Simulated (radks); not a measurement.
The numbers below are computed, except where a source is named.
Spherical quantum dot in the effective-mass picture: electrons in a well V = -V0 / (1 + exp((r - R)/a)) with V0 = 5.32, R = 6, a = 0.52, with a point charge +2 (a donor) at the centre, all in effective atomic units (hartree* = m*/eps^2 hartree, bohr* = eps/m* bohr), one dielectric constant everywhere. Level of theory: non-relativistic Kohn-Sham, LDA (Slater exchange, Perdew-Wang correlation), spin-polarised, spherical densities (a radial shooting solver with Libxc functionals). Levels are named by radial order and angular momentum (1s, 1p, 1d, 2s, ...), and open shells are averaged over m. Results are scaled to m* = 0.137 and eps = 4.5, for which hartree* = 184.1 meV and bohr* = 1.738 nm.

N = 2, configuration 1s2. This is the lowest configuration that the search found. Occupied and some empty levels:

| level | occupation | eigenvalue (meV) | <r> (nm) |
|---|---|---|---|
| 1s | 2 | -1083.6 | 1.657 |
| 2s | 0 | -934.19 | 5.167 |
| 1p | 0 | -932.69 | 4.918 |
| 1d | 0 | -880.95 | 5.880 |

Energy (meV): total -2480.18, kinetic 511.27, external -3180.5, Hartree 368.72, exchange-correlation -179.62.
